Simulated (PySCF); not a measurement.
Electron correlation in Tm⁴¹⁺ (thulium, charge +41)

Starting occupation: [Ar] 3d10. Computed with PySCF 2.14 in an even-tempered Gaussian basis (18 s from 3.1 bohr⁻², ratio 2.6; 15 p from 4 bohr⁻², ratio 2.6; 10 d from 4 bohr⁻², ratio 2.6; 5 f from 4.1 bohr⁻², ratio 2.8), with X2C-1e with screened-nucleus spin-orbit coupling, Gaussian nucleus. Frozen: [Ar]; 10 electrons correlated; the 98 highest virtual spinors left out.

MP2 pair energies summed by pair of shells (mhartree):

```csv
pair,energy,share (%)
3d3/2-3d5/2,-188.37,49.7
3d5/2-3d5/2,-133.19,35.1
3d3/2-3d3/2,-57.52,15.2
```

Total MP2 correlation energy: -379.08 mhartree.

The virtual space was cut to 70 spinors, which keep -374.67 of the -379.08 mhartree of MP2 correlation.

```csv
level,correlation energy (mhartree)
CCSD,-370.81
(T),-0.18
CCSD(T),-370.99
```

Diagnostics: T1 = 5.8e-05, largest double amplitude 0.005.

**Question.** Is a single reference adequate?

**Answer.** Yes: T1 lies below 0.03 and no double amplitude reaches 0.07.

At this charge the one-electron X2C treatment keeps the bare 1/r₁₂, with no two-electron picture change or Breit term. The effect here is smaller than on the frozen 1s shell.
